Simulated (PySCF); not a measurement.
## How the method changes the constants of KCa⁺

State: ¹Σ⁺ (singlet), closed shell. Set-up: K x2c-SVPall, Ca x2c-SVPall; spin-free X2C with a Gaussian nucleus (PySCF 2.14). De refers to K⁺ + Ca in their ground configurations, without counterpoise correction. A positive dipole points towards Ca; it is taken about the centre of mass and depends on that origin.

| Level | Re (Å) | ωe (cm⁻¹) | De (eV) | μ (D) |
| --- | --- | --- | --- | --- |
| RHF-MP2 | 4.198 | 89.8 | 0.477 | n/a |
| RHF-SCS-MP2 | 4.221 | 88.8 | 0.467 | n/a |
| RHF-CCSD | 4.206 | 91.7 | 0.50 | n/a |
| RHF-CCSD(T) | 4.203 | 92.0 | 0.51 | n/a |
| PBE | 4.093 | 90.8 | 0.58 | -3.06 |
| r²SCAN | 4.177 | 88.9 | 0.51 | -3.57 |
| r²SCANh | 4.171 | 89.1 | 0.51 | -3.55 |
| PBE0 | 4.114 | 91.6 | 0.56 | -3.14 |
| B97-3 | 4.141 | 90.2 | 0.50 | -3.54 |
| ωB97X | 4.110 | 90.7 | 0.474 | -3.76 |
| B2PLYP | 4.150 | 88.5 | 0.50 | -3.47 |

Which functional lies closest to RHF-CCSD(T) in De, which farthest, and by how much do they differ from it?

Closest is r²SCAN (-2.6 pm in Re, -3.4 % in ωe, +0.00 eV in De against RHF-CCSD(T) in the same basis), farthest PBE (-11.0 pm in Re, -1.3 % in ωe, +0.07 eV in De). CCSD(T) converges more slowly with the basis than the functionals do and binds too weakly in this one, so the order can change at the basis-set limit.

Correlated steps freeze 10 core orbitals. Closed-shell solutions of metal pairs were not tested for spin polarisation, which can lower them a little. Correlated levels converge slowly with the basis: in double zeta they bind strong bonds too weakly, by up to about 1 eV, and carry superposition errors of some tenths. For an ion De counts to the pair picked by the measured ionisation energies or electron affinities, which need not be the lowest pair at this level. B2PLYP dipoles, levels and charges come from its SCF part alone.

The whole job (state search and all levels along the bond) took about 2 min on 1 thread of Arm Neoverse N1 (shared host), peak memory 0.54 GiB.
